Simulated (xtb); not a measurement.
xtb input:

```bash
xtb mol.xyz --gfn 2 --sp --chrg 1 --uhf 0
```
mol.xyz:
```
19

C     -0.37094151    -1.28834631    -0.92018301
C     -0.51914686    -0.17547356     0.08583648
C     -1.18515388     1.06845900    -0.44159281
C     -1.03277760    -0.62065050     1.43344844
O      0.98218667     0.31718171     0.46628329
C      1.95211309     0.71384153    -0.56919916
H      0.22243541    -2.11707280    -0.53214915
H     -1.36835644    -1.67564932    -1.13548800
H      0.04982948    -0.94255448    -1.86305866
H     -0.77017957     1.39117156    -1.39524358
H     -2.23608303     0.83096138    -0.61457200
H     -1.13892185     1.88375014     0.27855568
H     -2.06582177    -0.94848537     1.31175241
H     -1.02200504     0.19364388     2.15674095
H     -0.47240333    -1.47272714     1.82470180
H      2.20024402    -0.13966782    -1.19335582
H      1.48313868     1.50748032    -1.13812391
H      2.82083236     1.09163723    -0.03803461
H      1.37523806    -0.32692240     1.07814909
```

### Question
What final total energy does it print?

### Answer
-20.94887 Eh (GFN2-xTB).

It need not be the lowest isomer of its formula.
